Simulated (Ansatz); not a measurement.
Ansatz (a quantum-chemistry and plane-wave program) input (wB97X-V/def2-TZVPD):

Ansatz 0.2 input:
```yaml
crystal:
  periodic: [false, false, false]
  atoms:
    - {symbol: N, position_ang: [-0.99401429, -1.40943847, -0.33383711]}
    - {symbol: Al, position_ang: [-0.00931359, 0.01894268, -0.00261122]}
    - {symbol: N, position_ang: [1.67622943, -0.12857893, 0.52268911]}
    - {symbol: O, position_ang: [-0.76432808, 1.52925101, -0.21469895]}
    - {symbol: H, position_ang: [-0.69036544, -2.36558258, -0.25414564]}
    - {symbol: H, position_ang: [-1.95449164, -1.36860401, -0.63386516]}
    - {symbol: H, position_ang: [2.16188781, -1.00026063, 0.66071753]}
    - {symbol: H, position_ang: [2.28990050, 0.64302709, 0.72720521]}
    - {symbol: H, position_ang: [-0.34673595, 2.37727901, -0.07033845]}
basis:
  gaussian:
    orbitals: def2-TZVPD
hamiltonian:
  xc: {name: wB97X-V}
total_charge: 1
magnetization: {spin_polarized: true, initial_magnetization: 1}
```

End of the output:

```
integrals: 0.16 GiB planned
1070 factors; their error is unknown
integrals: 0.20 GiB planned
388 factors; integrals over basis functions are off by at most 1.4e-5 eV
0.35 GiB of the device are held for the grids
1.44 GiB of device memory are held for the factors and their scratch space
mean field: 1.30 GiB planned
mean field evaluation 1: about -11684.2832 eV, gradient 6.8e1 eV
mean field evaluation 2: about -11682.5924 eV, gradient 7.0e1 eV
mean field evaluation 4: about -11699.4335 eV, gradient 2.9e0 eV
mean field evaluation 8: about -11699.4736 eV, gradient 1.8e-1 eV
mean field evaluation 16: about -11699.4815 eV, gradient 7.4e-3 eV
mean field evaluation 32: about -11699.2708 eV, gradient 6.1e0 eV
mean field -11699.48148670 eV, -429.9480144428 hartree, gradient 3.9e-5 eV, S^2 0.774760; 2 other end points of the search recorded, 0 dependent functions left out
reference -11699.48148460 eV, -429.9480143658 hartree; 20, 19 occupied and 182, 183 virtual orbitals, 1070 factors
Total energy: -11699.48148460 eV, -429.9480143658 hartree
```

This state (charge 1, doublet) is run at the relaxed geometry of the species with charge 0 and multiplicity 1.
